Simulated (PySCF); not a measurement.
Sn(H)3(SiH3) (H6SiSn), SMILES [SiH3][SnH3].

Geometry: B3LYP-D3(BJ)/def2-TZVP. The def2 effective core potentials stand for the cores of Sn; spin–orbit coupling is left out.

Calculation: B3LYP-D3(BJ)/def2-TZVP (PySCF).

Frequencies are harmonic and unscaled.

Modes within 1.5 cm⁻¹ of each other (mostly degenerate sets) share a row, with their intensities summed.

Computed vibrational spectrum:
```json
[
 {"mode": "1", "ν (cm⁻¹)": "89", "IR (km/mol)": "0.0", "moving atoms (share of kinetic energy)": "H 100 %"},
 {"mode": "2", "ν (cm⁻¹)": "302", "IR (km/mol)": "1.5", "moving atoms (share of kinetic energy)": "Si 71 %, Sn 20 %, H 8 %"},
 {"mode": "3–4", "ν (cm⁻¹)": "319", "IR (km/mol)": "51.0", "moving atoms (share of kinetic energy)": "H 99 %"},
 {"mode": "5–6", "ν (cm⁻¹)": "538", "IR (km/mol)": "2.4", "moving atoms (share of kinetic energy)": "H 89 %, Si 9 %"},
 {"mode": "7", "ν (cm⁻¹)": "670", "IR (km/mol)": "369.8", "moving atoms (share of kinetic energy)": "H 98 %"},
 {"mode": "8–9", "ν (cm⁻¹)": "731", "IR (km/mol)": "90.7", "moving atoms (share of kinetic energy)": "H 99 %"},
 {"mode": "10", "ν (cm⁻¹)": "878", "IR (km/mol)": "238.9", "moving atoms (share of kinetic energy)": "H 92 %, Si 8 %"},
 {"mode": "11–12", "ν (cm⁻¹)": "952", "IR (km/mol)": "92.5", "moving atoms (share of kinetic energy)": "H 97 %"},
 {"mode": "13", "ν (cm⁻¹)": "1907", "IR (km/mol)": "107.9", "moving atoms (share of kinetic energy)": "H 100 %"},
 {"mode": "14–15", "ν (cm⁻¹)": "1912", "IR (km/mol)": "356.5", "moving atoms (share of kinetic energy)": "H 99 %"},
 {"mode": "16", "ν (cm⁻¹)": "2214", "IR (km/mol)": "68.8", "moving atoms (share of kinetic energy)": "H 99 %"},
 {"mode": "17–18", "ν (cm⁻¹)": "2229", "IR (km/mol)": "181.0", "moving atoms (share of kinetic energy)": "H 96 %"}
]
```
